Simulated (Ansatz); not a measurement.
Basis-set extrapolation for C2H10BNSi2 (`BN(C=C)[SiH2][SiH3]`) (PBE0-D4/def2-TZVP geometry, frozen core, Ansatz). Multiplicity 1, RHF reference.

|  | def2-TZVPP | def2-QZVPP |
| --- | --- | --- |
| HF | -738.657530 | -738.683055 |
| MP2 correlation | -0.887460 | -0.947174 |
| CCSD(T) correlation | -1.000453 | not run |

Energies in hartree. Use E(X) = E(∞) + A·exp(−7.88·√X) for Hartree–Fock and E(X) = E(∞) + B·X^(−2.97) for correlation, with X = 3 and 4, and add CCSD(T) minus MP2 of the smaller set to the MP2 limit.

Problem. What is the CCSD(T) energy at the basis-set limit?

Solution. HF limit: -738.683055 + (-0.025525) × 0.13774 = -738.68657. MP2 limit: -0.947174 + (-0.059714) × 0.74074 = -0.99141. Higher-order term: -1.000453 − (-0.887460) = -0.11299. Total: -739.79097 hartree, 3.62 eV below CCSD(T)/def2-TZVPP.
